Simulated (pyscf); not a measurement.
Single points on ωB97X-D3(BJ)/def2-SVP structures (PySCF, gas phase).

SMILES: [AlH2][O][Cu]
```xyz
5

Al    -0.2150     0.0719    -0.9177
O      1.2875     0.3006    -0.1940
Cu     1.7150     1.2171     1.2648
H     -1.5446     0.7152    -0.3041
H     -0.3157    -0.8060    -2.2407
```

Task: What is the homolytic dissociation enthalpy (298 K, ωB97M-D3(BJ)/def2-TZVP) of the Cu–O bond of `[AlH2][O][Cu]`, to •O–AlH₂ + Cu•?

Result: Cu–O to •O–AlH₂ + Cu•: 75.2 kcal/mol. The 7 functionals that were run give +70.2 (B3LYP-D3(BJ)) to +77.4 kcal/mol (ωB97X-D3(BJ)/def2-TZVP). The radicals are drawn with the spin at the cut bond; how far it spreads was not checked. •O–AlH₂ lies 34.3 kcal/mol over its isomer [HO–AlH]• (electronic energy, ωB97M-D3(BJ)/def2-TZVP). Open-shell species with a d-block atom are single-reference here; other states, and whether the spin sits on metal or ligand, were not checked.
